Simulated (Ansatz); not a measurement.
Gas-phase electronic energies from Ansatz, PBE0-D4/def2-TZVP geometries. CCSD(T)/CBS is the MP2 limit (def2-TZVPP, def2-QZVPP) plus CCSD(T) − MP2 in def2-TZVPP, frozen cores. No spin–orbit coupling; open shells (•) take unrestricted orbitals. For Ga outer-core shells are correlated without core-valence functions, which leaves a few kJ/mol of doubt a bond. Scalar relativity is left out up to krypton. Each species was taken in one conformer, which may not be the lowest.

Reaction (homolysis of the C–Ga bond): `CO[CH2][GaH2]` → `[CH2]OC`• + `[GaH2]`•

```json
{"species": "`CO[CH2][GaH2]`", "MP2/def2-SVP energy (Eh)": "-2078.19381"}
{"species": "`[CH2]OC`•", "MP2/def2-SVP energy (Eh)": "-153.77028"}
{"species": "`[GaH2]`•", "MP2/def2-SVP energy (Eh)": "-1924.31356"}
```

Problem. Work out ΔE.

Solution. ΔE = (-153.77028) + (-1924.31356) − (-2078.19381) = 0.10997 Eh = +2.99 eV. CCSD(T)/CBS gives +3.10 eV.

Largest T1 diagnostic among the species: 0.016.

The D4 term adds +0.13 eV with B3LYP and +0.07 eV with PBE0; it sums over pairs of atoms, weighted by their polarisabilities, and B3LYP, whose exchange is more repulsive, gets the larger term. From BLYP to BHLYP (50 % exact exchange), in def2-TZVPP and without D4, ΔE moves by +0.12 eV.

B3LYP here is the variant with VWN-RPA as its local correlation; programs differ in this.
